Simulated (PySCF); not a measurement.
GeBr3, SMILES [Br][Ge]([Br])[Br], multiplicity 2. The structure is a stationary point at ωB97X-D3(BJ)/def2-SVP.

These are ωB97X-D3(BJ)/def2-SVP run with PySCF values and carry that method's errors.

Harmonic wavenumbers (cm⁻¹): 85, 85, 120, 271, 335, 335. Rotational constants (GHz): 0.8531, 0.8531, 0.4537; symmetry number 3.

Work out the zero-point energy and the ideal-gas rigid-rotor harmonic-oscillator thermochemistry at 298.15 K and 1 atm.

ZPE = ½ Σ hcν = ½ × 1231 cm⁻¹ = 1.76 kcal/mol. H − E(el) = 6.29 kcal/mol. Entropy in cal/(mol K): translation 43.11, rotation 29.07, vibration 14.70, spin 1.38, total 88.26. G − E(el) = -20.03 kcal/mol. Cp = 18.74 cal/(mol K). Modes under 150 cm⁻¹ make the vibrational entropy uncertain.
